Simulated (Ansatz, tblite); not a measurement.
Cost and result up the ladder for Cu3H6⁻ (the lowest singlet isomer of a short search) (9 atoms). Total charge -1; singlet. Geometry: r2SCAN-D4/def2-SVPD.

```xyz
9

Cu    0.864    0.764   -1.422
Cu   -0.723   -0.772   -0.315
Cu    0.025    0.213    1.822
H     0.620    0.874    3.089
H     0.289    0.384    0.142
H     1.891    1.764   -2.008
H    -1.675   -1.865   -0.751
H    -1.053   -0.911    1.205
H    -0.238   -0.451   -1.762
```

Ansatz on 4 threads of Arm Neoverse V1 on a shared host; xTB runs through tblite on one thread. Times are rough, summed over both states, and most runs start from the orbitals of an earlier one. No level here is sound enough to serve as a yardstick. The other state is a triplet.

The xTB rows come from tblite. HOMO above LUMO, or a gap near zero within one spin, warns that the state may not be the lowest or that an electron is smeared out. The structure comes from a short search, and lower isomers may exist.

xTB has no spin-polarisation term.

```
                           level  functions  wall time
                        GFN1-xTB         39     0.01 s
                        GFN2-xTB         33     0.04 s
               PBE-D4/def2-TZVPD        198       13 s
            r2SCAN-D4/def2-TZVPD        198       32 s
PBE0-D4/def2-TZVPD (with forces)        198       38 s
```

**Question.** Estimate what each level gives for the vertical triplet (eV).

**Answer.** 
```csv
level,vertical triplet (eV),remarks
GFN1-xTB,2.01,–
GFN2-xTB,1.42,–
PBE-D4/def2-TZVPD,2.26,"HOMO above zero (triplet), gap within one spin near zero (triplet)"
r2SCAN-D4/def2-TZVPD,2.20,"HOMO above zero (triplet), restricted SCF unstable in HF (singlet)"
PBE0-D4/def2-TZVPD (with forces),2.32,restricted SCF unstable in HF (singlet)
```
